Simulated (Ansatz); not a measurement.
CH4AlNS (`C=[N][AlH][SH]`), 8 atoms. The species carries charge 0 and has multiplicity 1. All runs use 2 threads of an AMD EPYC 7B13 on a shared host. Correlated methods freeze the cores.

(1) Give the basis size and wall time and peak host memory of each of these runs in Ansatz. RKS PBE0-D4/def2-SVP energy; RKS PBE0-D4/def2-QZVPP energy; direct RPA on PBE orbitals/def2-TZVPP energy; RKS ωB97X-V/def2-TZVPP energy; RKS ωB97M-V/def2-SVP energy; RKS PBE0-D4/def2-TZVP frequencies; RKS PBE0-D4/def2-TZVP relaxation (6 steps); RHF-MP2/def2-QZVPP energy; RKS B2PLYP (frozen core)/def2-TZVPP energy; RHF-CCSD(T)/def2-SVP energy; RKS ωB97M-V/def2-QZVPP energy; RHF-CCSD(T)/def2-TZVPP energy. (Estimate.)

Results:

(1) Ansatz gave: Other jobs shared the machine, so times are rough.

| level | job | functions | wall time | peak host memory (GiB) |
| --- | --- | --- | --- | --- |
| RKS PBE0-D4/def2-SVP | energy | 84 | 0.95 s | 0.16 |
| RHF-CCSD(T)/def2-SVP | energy | 84 | 2.1 s | 0.25 |
| RKS ωB97M-V/def2-SVP | energy | 84 | 3.9 s | 0.25 |
| RKS B2PLYP (frozen core)/def2-TZVPP | energy | 202 | 4.4 s | 0.41 |
| direct RPA on PBE orbitals/def2-TZVPP | energy | 202 | 4.4 s | 0.4 |
| RKS ωB97X-V/def2-TZVPP | energy | 202 | 6.5 s | 0.5 |
| RKS PBE0-D4/def2-QZVPP | energy | 374 | 7 s | 1 |
| RHF-MP2/def2-QZVPP | energy | 374 | 16 s | 1.5 |
| RKS PBE0-D4/def2-TZVP | relaxation (6 steps) | 160 | 17 s | 0.35 |
| RKS ωB97M-V/def2-QZVPP | energy | 374 | 17 s | 1.1 |
| RHF-CCSD(T)/def2-TZVPP | energy | 202 | 42 s | 2.4 |
| RKS PBE0-D4/def2-TZVP | frequencies | 160 | 87 s | 0.34 |
